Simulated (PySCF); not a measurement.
B(OH)(NH2)(NMe2) (C₂H₉BN₂O), SMILES CN(C)B(N)O. Atoms are numbered in the order given.

```xyz
15

B     -0.4341    -0.1114    -0.6522
O     -0.5857    -1.3529    -1.2519
H     -0.3467    -2.0785    -0.6697
N     -1.0963     0.9836    -1.2814
H     -1.6397     0.8228    -2.1188
H     -0.8503     1.9509    -1.1315
N      0.3323     0.0569     0.5535
C      1.2801    -0.9205     1.0344
C      0.3050     1.2775     1.3253
H      2.2948    -0.4875     1.1302
H      1.0023    -1.3244     2.0282
H      1.3635    -1.7644     0.3333
H      0.2129     1.0587     2.4058
H      1.2210     1.8886     1.1928
H     -0.5641     1.8887     1.0437
```

Geometry: ωB97X-D3(BJ)/def2-SVP. The values are those of a single conformer.

Level of theory: PBE/def2-TZVP in PySCF.

Isolated molecule, no solvent.

Computed frontier levels, gap, dipole moment and polarisability:
The highest occupied level is -4.90 eV and the lowest empty level comes out as -0.04 eV. The orbital gap is 4.86 eV, the dipole moment is 1.37 D and the quadrupole, principal values (traceless, Buckingham form, about the centre of nuclear charge) is -5.18, -3.59, 8.77 D·Å. The mean static polarisability is 62.3 bohr³ (9.23 Å³) and the polarisability, principal values is 49.4, 65.0, 72.4 bohr³.
